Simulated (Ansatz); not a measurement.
One change: `CC[N](CC)[Ge]([F])([O]C)[O]C` becomes `C[O][GeH]([F])[O]C`.

Ansatz, PBE0-D4/def2-TZVP geometries, multiplicity 1. Each molecule was computed in one conformer, which needn't be the lowest.

Scalar relativity is left out up to krypton.

```json
{"property": "size of the dipole moment (PBE/def2-TZVPP) / D", "`CC[N](CC)[Ge]([F])([O]C)[O]C`": "2.83"}
{"property": "LUMO energy (B3LYP/def2-TZVPP) / eV", "`CC[N](CC)[Ge]([F])([O]C)[O]C`": "0.19"}
{"property": "HOMO–LUMO gap (B3LYP/def2-TZVPP) / eV", "`CC[N](CC)[Ge]([F])([O]C)[O]C`": "6.66"}
{"property": "LUMO energy (PBE/def2-TZVPP) / eV", "`CC[N](CC)[Ge]([F])([O]C)[O]C`": "-0.57"}
{"property": "HOMO energy (PBE/def2-TZVPP) / eV", "`CC[N](CC)[Ge]([F])([O]C)[O]C`": "-5.32"}
{"property": "HOMO energy (ωB97M-V/def2-TZVPP) / eV", "`CC[N](CC)[Ge]([F])([O]C)[O]C`": "-9.02"}
```

Problem. Give the same properties after the change, and the shifts. (An estimate is asked.)

Solution. The calculation gave: 
| property | `C[O][GeH]([F])[O]C` | shift |
| --- | --- | --- |
| size of the dipole moment (PBE/def2-TZVPP) / D | 1.19 | -1.64 |
| LUMO energy (B3LYP/def2-TZVPP) / eV | 0.14 | -0.05 |
| HOMO–LUMO gap (B3LYP/def2-TZVPP) / eV | 8.22 | 1.56 |
| LUMO energy (PBE/def2-TZVPP) / eV | -0.58 | -0.01 |
| HOMO energy (PBE/def2-TZVPP) / eV | -6.70 | -1.38 |
| HOMO energy (ωB97M-V/def2-TZVPP) / eV | -10.75 | -1.73 |

Dipoles are sizes alone; their direction can turn.

B3LYP here is the variant with VWN-RPA as its local correlation; programs differ in this.
